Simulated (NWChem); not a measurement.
System: C2H4NO anion

Here is an NWChem input.

```
start job
memory heap 200 mb stack 900 mb global 1100 mb
charge -1
geometry units angstroms noautoz
  C      0.489730    -1.367988    -0.085400
  N     -0.679665    -0.548194    -0.306745
  C     -0.540298     0.711682     0.045314
  O      0.454289     1.314417     0.545426
  H      0.806569    -1.401712     0.980466
  H      0.284856    -2.405206    -0.406834
  H      1.385711    -1.013514    -0.641452
  H     -1.470341     1.314859    -0.142411
end
basis spherical
  C library aug-cc-pvdz
  N library aug-cc-pvdz
  O library aug-cc-pvdz
  H library aug-cc-pvdz
end
dft
  xc rpbe cpbe96
  iterations 150
  mulliken
end
task dft energy
```

Geometry: optimised at B3LYP/def2-SVPD. The highest occupied level is positive, so the extra electron may be held by the finite basis.

What results follow from this input? (RPBE/aug-cc-pVDZ.) Quantities: energy (Ha); highest occupied level (eV); orbital gap (eV).


| Item | Result |
|---|---|
| energy (Ha) | -208.66 |
| highest occupied level (eV) | 0.50 |
| orbital gap (eV) | 2.30 |
